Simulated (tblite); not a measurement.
Record of a relaxation.

Compound: C6H13Si (doublet state).
SMILES with atom numbers: `[CH3:1][CH:2][CH2:3][Si@@H:4]1[CH2:5][C@H:6]1[CH3:7]` (hydrogens: H8, H9, H10 on C1; H11 on C2; H12, H13 on C3; H14 on Si4; H15, H16 on C5; H17 on C6; H18, H19, H20 on C7)

Computed with GFN2-xTB (tblite), gas phase: L-BFGS steps from a force-field or distance-geometry start until the largest atomic force falls under 0.01 eV/Å. 10 of its 195 geometries are shown.

Step 0: E = -572.1808 eV, largest atomic force 2.623 eV/Å
```
atom  x, y, z in Å  |  force x, y, z in eV/Å
C1     -2.543    0.764   -0.463   -1.089   0.338  -0.933
C2     -2.179   -0.623   -0.917   -0.851  -0.433   1.787
C3     -1.250   -1.294    0.068   -2.440  -0.823   0.498
Si4     0.542   -1.039   -0.222    1.044  -1.827   0.062
C5      1.288    0.074    1.115   -1.069  -0.139   0.336
C6      1.321    0.605   -0.326    1.682   0.886  -0.434
C7      2.775    0.752   -0.769    0.226   0.642   0.542
H8     -1.711    1.488   -0.523   -0.475  -0.442   0.039
H9     -2.930    0.730    0.577    0.363   0.107  -0.336
H10    -3.424    1.118   -1.078    1.079  -0.043   0.468
H11    -3.087   -1.248   -1.071    0.729   0.487  -0.590
H12    -1.564   -0.923    1.088    0.583  -0.213  -0.716
H13    -1.490   -2.388    0.117    0.388   0.752  -0.278
H14     1.333   -2.237   -0.630   -0.324   0.480   0.103
H15     0.566    0.634    1.748    0.990  -0.629  -0.046
H16     2.211   -0.330    1.554   -0.505   1.011  -0.092
H17     0.681    1.444   -0.603    0.398   0.075   0.388
H18     2.884    1.067   -1.811    0.002  -0.374   0.153
H19     3.372   -0.161   -0.534   -0.611   0.693  -0.465
H20     3.201    1.576   -0.143   -0.119  -0.547  -0.486
```

Step 22: E = -573.0552 eV, largest atomic force 0.203 eV/Å
```
atom  x, y, z in Å  |  force x, y, z in eV/Å
C1     -2.625    0.770   -0.444    0.003   0.017  -0.051
C2     -2.365   -0.672   -0.640    0.035  -0.054  -0.051
C3     -1.385   -1.380    0.181    0.112  -0.041  -0.032
Si4     0.510   -1.059   -0.146    0.007  -0.024   0.013
C5      1.288    0.046    1.160   -0.016   0.029   0.055
C6      1.375    0.628   -0.259   -0.092  -0.086  -0.159
C7      2.770    0.778   -0.817   -0.002   0.011   0.008
H8     -1.711    1.356   -0.584    0.055   0.037  -0.014
H9     -2.980    0.997    0.566   -0.003  -0.075   0.012
H10    -3.363    1.119   -1.158   -0.075   0.088  -0.009
H11    -2.783   -1.169   -1.500    0.074   0.057  -0.002
H12    -1.540   -1.143    1.240    0.031  -0.034  -0.089
H13    -1.492   -2.454    0.042   -0.093  -0.049   0.100
H14     1.265   -2.204   -0.649   -0.055   0.070   0.016
H15     0.623    0.576    1.825   -0.003   0.072   0.140
H16     2.229   -0.176    1.635    0.102  -0.008   0.011
H17     0.784    1.522   -0.432   -0.018   0.034   0.066
H18     2.766    1.014   -1.880   -0.070  -0.037   0.003
H19     3.349   -0.130   -0.666   -0.034  -0.023  -0.012
H20     3.279    1.591   -0.297    0.044   0.017  -0.007
```

Step 43: E = -573.1368 eV, largest atomic force 0.076 eV/Å
```
atom  x, y, z in Å  |  force x, y, z in eV/Å
C1     -2.570    0.755   -0.486   -0.006   0.026   0.019
C2     -2.223   -0.659   -0.755    0.013   0.058   0.048
C3     -1.418   -1.400    0.222   -0.007  -0.001  -0.033
Si4     0.473   -1.048    0.043   -0.031   0.006  -0.032
C5      1.367    0.069    1.268    0.026   0.027  -0.020
C6      1.296    0.643   -0.163   -0.013  -0.016   0.020
C7      2.622    0.739   -0.881   -0.021   0.002   0.016
H8     -1.697    1.410   -0.616   -0.034   0.024  -0.034
H9     -2.904    0.881    0.545   -0.001  -0.004   0.006
H10    -3.354    1.111   -1.151    0.016  -0.019  -0.031
H11    -2.298   -1.027   -1.763    0.026  -0.022  -0.006
H12    -1.736   -1.149    1.236    0.057   0.016   0.005
H13    -1.532   -2.475    0.089   -0.032  -0.020  -0.011
H14     1.202   -2.124   -0.617    0.019  -0.052   0.036
H15     0.798    0.604    2.017    0.028  -0.018   0.001
H16     2.364   -0.162    1.617   -0.011  -0.030   0.034
H17     0.717    1.558   -0.252   -0.002  -0.032  -0.009
H18     2.488    0.925   -1.946   -0.030   0.019   0.021
H19     3.178   -0.189   -0.765    0.003   0.015  -0.014
H20     3.223    1.547   -0.464    0.000   0.022  -0.017
```

Step 65: E = -573.1591 eV, largest atomic force 0.026 eV/Å
```
atom  x, y, z in Å  |  force x, y, z in eV/Å
C1     -2.571    0.791   -0.525    0.000   0.005  -0.009
C2     -2.122   -0.595   -0.787   -0.006  -0.007   0.001
C3     -1.405   -1.373    0.230   -0.011   0.002   0.011
Si4     0.504   -1.130    0.108    0.019  -0.007   0.009
C5      1.418    0.007    1.304   -0.008  -0.016   0.004
C6      1.280    0.575   -0.122   -0.004   0.013  -0.012
C7      2.553    0.764   -0.910    0.009   0.005   0.010
H8     -1.771    1.523   -0.699    0.016  -0.003  -0.011
H9     -2.891    0.908    0.511    0.003  -0.004  -0.001
H10    -3.395    1.061   -1.183   -0.013  -0.003   0.005
H11    -2.113   -0.945   -1.805    0.011  -0.006   0.005
H12    -1.734   -1.088    1.229   -0.002  -0.001   0.007
H13    -1.586   -2.441    0.103   -0.004   0.009  -0.002
H14     1.245   -2.249   -0.461   -0.019  -0.004  -0.001
H15     0.881    0.542    2.076    0.004  -0.010   0.005
H16     2.425   -0.227    1.618    0.004  -0.008  -0.020
H17     0.638    1.448   -0.181   -0.010   0.021  -0.012
H18     2.333    0.966   -1.957    0.011   0.002   0.016
H19     3.171   -0.130   -0.856    0.003   0.002   0.001
H20     3.131    1.600   -0.514   -0.002   0.010  -0.007
```

Step 86: E = -573.1614 eV, largest atomic force 0.035 eV/Å
```
atom  x, y, z in Å  |  force x, y, z in eV/Å
C1     -2.567    0.791   -0.542   -0.007   0.001  -0.004
C2     -2.131   -0.603   -0.782    0.025   0.019  -0.006
C3     -1.410   -1.365    0.244   -0.006   0.007  -0.006
Si4     0.502   -1.138    0.097   -0.027   0.003   0.000
C5      1.427   -0.015    1.296   -0.006  -0.011   0.000
C6      1.277    0.571   -0.122   -0.014   0.001   0.014
C7      2.554    0.784   -0.898   -0.010   0.001   0.002
H8     -1.775    1.518   -0.768   -0.003  -0.021   0.005
H9     -2.851    0.932    0.501    0.016   0.014  -0.003
H10    -3.417    1.046   -1.175   -0.009  -0.007  -0.005
H11    -2.108   -0.960   -1.798   -0.003  -0.016   0.017
H12    -1.729   -1.059    1.241    0.006   0.001  -0.004
H13    -1.601   -2.433    0.140    0.006   0.003  -0.002
H14     1.212   -2.271   -0.481    0.003   0.016  -0.008
H15     0.905    0.510    2.084    0.011  -0.013   0.008
H16     2.440   -0.259    1.585   -0.007   0.007   0.013
H17     0.631    1.442   -0.168   -0.016   0.005  -0.003
H18     2.347    0.983   -1.948   -0.011  -0.015  -0.003
H19     3.186   -0.098   -0.831    0.025   0.019  -0.016
H20     3.104    1.635   -0.496    0.026  -0.012   0.002
```

Step 108: E = -573.1743 eV, largest atomic force 0.046 eV/Å
```
atom  x, y, z in Å  |  force x, y, z in eV/Å
C1     -2.515    0.785   -0.696    0.006   0.003   0.035
C2     -2.128   -0.641   -0.768   -0.033  -0.008  -0.023
C3     -1.411   -1.313    0.320   -0.009  -0.012  -0.010
Si4     0.488   -1.125    0.060   -0.017   0.014   0.036
C5      1.496   -0.154    1.326   -0.015  -0.027   0.012
C6      1.267    0.594   -0.002   -0.006  -0.009  -0.019
C7      2.493    0.858   -0.841    0.008   0.012   0.010
H8     -1.833    1.429   -1.264   -0.004  -0.018  -0.011
H9     -2.518    1.131    0.336    0.004   0.010   0.005
H10    -3.513    0.937   -1.116    0.020   0.006  -0.016
H11    -2.200   -1.138   -1.721   -0.005  -0.016  -0.010
H12    -1.686   -0.891    1.287    0.006   0.003  -0.011
H13    -1.635   -2.380    0.333    0.010   0.011   0.016
H14     1.099   -2.174   -0.744    0.014   0.018   0.026
H15     1.010    0.262    2.198   -0.008   0.019   0.004
H16     2.522   -0.416    1.543    0.016  -0.027  -0.033
H17     0.636    1.474    0.084    0.002  -0.017   0.002
H18     2.227    1.025   -1.884    0.002   0.026   0.011
H19     3.171    0.007   -0.794   -0.016   0.024  -0.021
H20     3.024    1.740   -0.480    0.023  -0.012  -0.002
```

Step 129: E = -573.1949 eV, largest atomic force 0.084 eV/Å
```
atom  x, y, z in Å  |  force x, y, z in eV/Å
C1     -2.440    0.734   -0.911    0.064   0.017  -0.052
C2     -2.209   -0.718   -0.744    0.044   0.015   0.024
C3     -1.456   -1.253    0.393    0.042  -0.006   0.035
Si4     0.436   -1.067    0.075   -0.030  -0.053  -0.042
C5      1.603   -0.295    1.339    0.034  -0.033   0.026
C6      1.271    0.624    0.147   -0.010  -0.029  -0.048
C7      2.415    0.979   -0.770    0.026   0.006   0.001
H8     -1.895    1.137   -1.775   -0.022  -0.029   0.031
H9     -2.118    1.278   -0.027   -0.027   0.011   0.020
H10    -3.498    0.944   -1.088   -0.023   0.014  -0.001
H11    -2.443   -1.371   -1.565   -0.010  -0.027  -0.049
H12    -1.702   -0.725    1.314    0.003   0.032   0.004
H13    -1.671   -2.310    0.536    0.005  -0.023   0.019
H14     1.001   -2.045   -0.848   -0.050   0.032   0.002
H15     1.260    0.030    2.310   -0.039   0.020   0.024
H16     2.628   -0.633    1.384    0.001   0.003  -0.004
H17     0.687    1.499    0.411   -0.027  -0.001   0.011
H18     2.051    1.344   -1.729   -0.003   0.040   0.020
H19     3.039    0.107   -0.958   -0.012   0.006   0.016
H20     3.035    1.754   -0.318    0.035   0.005  -0.036
```

Step 151: E = -573.2068 eV, largest atomic force 0.047 eV/Å
```
atom  x, y, z in Å  |  force x, y, z in eV/Å
C1     -2.379    0.683   -1.036   -0.002   0.003   0.008
C2     -2.169   -0.751   -0.735    0.007  -0.015  -0.016
C3     -1.467   -1.189    0.474   -0.005  -0.006   0.015
Si4     0.407   -1.063    0.078   -0.008  -0.015   0.005
C5      1.654   -0.390    1.324   -0.009  -0.007  -0.021
C6      1.262    0.614    0.218    0.024   0.014   0.018
C7      2.354    1.052   -0.726    0.015   0.020  -0.003
H8     -1.921    0.971   -1.987   -0.009  -0.015   0.002
H9     -1.959    1.306   -0.250    0.000  -0.003   0.004
H10    -3.445    0.915   -1.119   -0.021   0.004  -0.022
H11    -2.425   -1.478   -1.488    0.010   0.026   0.038
H12    -1.693   -0.549    1.327    0.000   0.006  -0.016
H13    -1.715   -2.216    0.736   -0.003   0.001  -0.011
H14     0.855   -1.990   -0.951    0.007   0.015  -0.001
H15     1.363   -0.128    2.333    0.004  -0.008  -0.005
H16     2.677   -0.736    1.288    0.003   0.004   0.001
H17     0.696    1.465    0.586   -0.014  -0.008   0.008
H18     1.933    1.585   -1.577    0.023  -0.013  -0.010
H19     2.912    0.194   -1.097   -0.021  -0.001   0.005
H20     3.054    1.719   -0.221    0.000  -0.002  -0.001
```

Step 172: E = -573.2095 eV, largest atomic force 0.020 eV/Å
```
atom  x, y, z in Å  |  force x, y, z in eV/Å
C1     -2.405    0.650   -1.086   -0.008   0.003  -0.009
C2     -2.231   -0.767   -0.694    0.005   0.003   0.011
C3     -1.460   -1.152    0.491   -0.006  -0.002   0.004
Si4     0.403   -1.034    0.039    0.002   0.017   0.008
C5      1.669   -0.431    1.301    0.003  -0.011   0.009
C6      1.285    0.625    0.244   -0.010   0.003  -0.009
C7      2.383    1.080   -0.686   -0.005  -0.006   0.000
H8     -1.945    0.861   -2.057    0.004  -0.005   0.004
H9     -1.962    1.311   -0.346   -0.010   0.005   0.007
H10    -3.465    0.903   -1.187   -0.002   0.003   0.005
H11    -2.553   -1.529   -1.382    0.008  -0.015  -0.003
H12    -1.649   -0.479    1.329   -0.006   0.004  -0.015
H13    -1.694   -2.168    0.803   -0.004   0.005  -0.005
H14     0.820   -1.913   -1.041    0.009  -0.005  -0.004
H15     1.387   -0.214    2.322    0.004   0.001  -0.012
H16     2.689   -0.785    1.243   -0.005  -0.002  -0.002
H17     0.729    1.467    0.647    0.015  -0.005   0.013
H18     1.976    1.660   -1.512    0.009   0.006   0.005
H19     2.913    0.224   -1.097    0.004  -0.008   0.002
H20     3.104    1.702   -0.153   -0.007   0.008  -0.010
```

Step 194: E = -573.2112 eV, largest atomic force 0.009 eV/Å
```
atom  x, y, z in Å  |  force x, y, z in eV/Å
C1     -2.447    0.629   -1.121   -0.001  -0.003  -0.001
C2     -2.243   -0.772   -0.691   -0.003  -0.002   0.002
C3     -1.466   -1.111    0.504    0.001   0.003  -0.001
Si4     0.394   -1.005    0.037    0.002  -0.006  -0.005
C5      1.699   -0.471    1.290    0.000   0.001   0.004
C6      1.315    0.627    0.277   -0.001  -0.001   0.003
C7      2.398    1.091   -0.664    0.003  -0.001   0.002
H8     -1.974    0.828   -2.088    0.001   0.004  -0.004
H9     -2.035    1.321   -0.390    0.000   0.003   0.009
H10    -3.511    0.852   -1.245   -0.006  -0.001  -0.003
H11    -2.541   -1.560   -1.361    0.002  -0.003  -0.002
H12    -1.655   -0.408    1.316   -0.002   0.001   0.001
H13    -1.696   -2.116    0.853    0.002   0.000   0.001
H14     0.789   -1.862   -1.071   -0.002  -0.003  -0.002
H15     1.446   -0.280    2.324    0.001   0.003   0.003
H16     2.708   -0.847    1.197    0.000   0.000   0.000
H17     0.786    1.465    0.722   -0.003   0.004   0.000
H18     1.977    1.665   -1.488    0.005   0.003  -0.001
H19     2.934    0.240   -1.078   -0.004  -0.002  -0.007
H20     3.117    1.725   -0.142    0.005   0.000   0.002
```

**Question.** Summarise the path.

**Answer.** The energy falls by 1.0304 eV from step 0 to step 194; nine tenths of that is first reached at step 33. It falls at every step. The largest force goes from 2.623 to 0.009 eV/Å. Among the bonds C3–Si4 changes most, from 1.833 to 1.921 Å; the atoms move by 0.881 Å rms after alignment.

**Question.** Follow the three bonds and two angles with the largest change from start to end.

**Answer.** 
| step | E above end (eV) | largest force (eV/Å) | C3–Si4 (Å) | Si4–C6 (Å) | C2–C3 (Å) | C3–Si4–C5 (°) | C1–C2–C3 (°) |
| --- | --- | --- | --- | --- | --- | --- | --- |
| 0 | 1.0304 | 2.623 | 1.833 | 1.822 | 1.511 | 110.8 | 111.2 |
| 8 | 0.2778 | 0.379 | 1.930 | 1.889 | 1.476 | 108.9 | 117.3 |
| 17 | 0.1863 | 0.286 | 1.945 | 1.891 | 1.464 | 112.1 | 121.0 |
| 25 | 0.1413 | 0.226 | 1.931 | 1.893 | 1.466 | 113.3 | 121.4 |
| 34 | 0.0928 | 0.187 | 1.929 | 1.895 | 1.467 | 119.6 | 120.4 |
| 42 | 0.0755 | 0.088 | 1.931 | 1.893 | 1.467 | 120.8 | 119.3 |
| 51 | 0.0610 | 0.103 | 1.926 | 1.890 | 1.468 | 121.0 | 120.3 |
| 59 | 0.0541 | 0.045 | 1.927 | 1.890 | 1.467 | 120.8 | 121.1 |
| 67 | 0.0519 | 0.027 | 1.929 | 1.888 | 1.468 | 121.0 | 121.5 |
| 76 | 0.0508 | 0.020 | 1.930 | 1.889 | 1.467 | 120.9 | 121.6 |
| 84 | 0.0501 | 0.027 | 1.929 | 1.890 | 1.467 | 120.8 | 121.4 |
| 93 | 0.0465 | 0.071 | 1.927 | 1.890 | 1.468 | 119.0 | 120.9 |
| 101 | 0.0417 | 0.147 | 1.925 | 1.889 | 1.466 | 119.0 | 121.5 |
| 110 | 0.0359 | 0.077 | 1.923 | 1.886 | 1.466 | 118.8 | 121.9 |
| 118 | 0.0280 | 0.112 | 1.923 | 1.887 | 1.466 | 120.7 | 122.0 |
| 127 | 0.0183 | 0.069 | 1.926 | 1.885 | 1.465 | 122.1 | 122.2 |
| 135 | 0.0125 | 0.071 | 1.924 | 1.889 | 1.466 | 122.7 | 121.8 |
| 143 | 0.0082 | 0.055 | 1.921 | 1.889 | 1.465 | 122.7 | 121.5 |
| 152 | 0.0042 | 0.042 | 1.919 | 1.888 | 1.466 | 122.0 | 121.7 |
| 160 | 0.0033 | 0.016 | 1.920 | 1.889 | 1.465 | 121.5 | 121.9 |
| 169 | 0.0020 | 0.031 | 1.921 | 1.889 | 1.465 | 121.1 | 121.9 |
| 177 | 0.0013 | 0.025 | 1.921 | 1.889 | 1.464 | 120.8 | 121.8 |
| 186 | 0.0003 | 0.015 | 1.922 | 1.889 | 1.465 | 121.7 | 121.9 |
| 194 | 0.0000 | 0.009 | 1.921 | 1.889 | 1.465 | 121.6 | 122.0 |

What follows is the cost of the whole relaxation. The run took 2.1 s on one thread of an Intel Xeon at 2.70 GHz, no GPU, shared host with 64 logical CPUs at a one-minute load of 61.
